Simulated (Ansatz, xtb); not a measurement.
C3H3F3OS: which of two isomers lies lower

We compare I, `FC(F)(F)[C@@H]1O[C@H]1S`, a singlet, with II, `FC(F)(F)[C@@]1(S)CO1`, a singlet. Both are isolated molecules in the gas phase, relaxed with PBE0-D3(BJ)/def2-SVP; the shapes shown needn't be the lowest conformers.

I (Å):

```yaml
atoms:
  - { symbol: C, position_ang: [2.4348, 0.7483, 1.9603] }
  - { symbol: C, position_ang: [2.0203, 0.7643, 0.5124] }
  - { symbol: C, position_ang: [1.1369, 1.8107, -0.0101] }
  - { symbol: F, position_ang: [2.3293, 1.9524, 2.5191] }
  - { symbol: F, position_ang: [3.6958, 0.3423, 2.0949] }
  - { symbol: F, position_ang: [1.6576, -0.0973, 2.6409] }
  - { symbol: O, position_ang: [2.5144, 1.8344, -0.2514] }
  - { symbol: S, position_ang: [0.1373, 1.5302, -1.4769] }
  - { symbol: H, position_ang: [2.0245, -0.2243, 0.0363] }
  - { symbol: H, position_ang: [0.7674, 2.5897, 0.6689] }
  - { symbol: H, position_ang: [-1.0268, 1.4199, -0.8009] }
```

II (Å):

```xyz
11

C     0.8291    2.0952    0.8478
C     1.6974    0.8852    0.5467
C     2.8192    0.5766    1.4343
F     1.2855    3.1780    0.2271
F     0.7985    2.3496    2.1539
F    -0.4254    1.8842    0.4438
O     1.6001   -0.1300    1.5013
S     1.8110    0.4457   -1.1821
H     0.4867    0.2211   -1.3301
H     3.6693    0.0236    1.0172
H     3.0333    1.2398    2.2800
```

Quicker runs give these differences E(II) − E(I): GFN2-xTB −3.57 kJ/mol; HF/STO-3G −4.74 kJ/mol (at GFN2-xTB geometries); r2SCAN-D4/def2-SVP −12.14 kJ/mol (at GFN2-xTB geometries).

Question: Estimate E(II) − E(I) at the level CCSD(T)/def2-SVP + ΔMP2/def2-TZVPP.

Answer: Too close to call at this level: CCSD(T)/def2-SVP + ΔMP2/def2-TZVPP gives E(II) − E(I) = −4.89 kJ/mol.

How the difference moves with the method:

| level | geometry | E(II) − E(I) (kJ/mol) | departure from the last row (kJ/mol) | job, with rough time for the two |
| --- | --- | --- | --- | --- |
| GFN2-xTB | GFN2-xTB | −3.57 | +1.32 | optimisation, 0.38 s |
| HF/STO-3G | GFN2-xTB | −4.74 | +0.15 | single point, 1.7 s |
| r2SCAN-D4/def2-SVP | GFN2-xTB | −12.14 | −7.25 | single point, 9.3 s |
| PBE0-D3(BJ)/def2-SVP | PBE0-D3(BJ)/def2-SVP | −8.61 | −3.73 | optimisation, 2.4 min |
| HF/def2-SVP | PBE0-D3(BJ)/def2-SVP | −1.66 | +3.23 | part of the CCSD(T) run |
| MP2/def2-SVP | PBE0-D3(BJ)/def2-SVP | −12.55 | −7.66 | part of the CCSD(T) run |
| CCSD(T)/def2-SVP | PBE0-D3(BJ)/def2-SVP | −10.86 | −5.97 | single point |
| CCSD(T)/def2-SVP + ΔMP2/def2-TZVPP | PBE0-D3(BJ)/def2-SVP | −4.89 |  | single point, 3.1 min |

As drawn, both hold the same kinds of bond in the same numbers.

HF/def2-SVP finds them nearly level. The largest departure from CCSD(T)/def2-SVP + ΔMP2/def2-TZVPP is that of MP2/def2-SVP, 7.66 kJ/mol. The last row adds to CCSD(T) the change of the MP2 difference between the two basis sets, here +5.97 kJ/mol.

With thermal terms from frequencies at re-optimised GFN2-xTB minima (ideal gas, soft modes damped towards free rotors, one conformer each, 298.15 K, 1 atm): the zero-point term adds +0.49 kJ/mol; ΔH is −4.77 and ΔG −2.21 kJ/mol.

The correlated steps freeze 12 core orbitals. Codes used: Ansatz 0.2.0, xtb 6.7.1; the last row on 2 threads of Intel(R) Xeon(R) Processor @ 2.50GHz (Skylake/Cascade Lake) on a shared host.
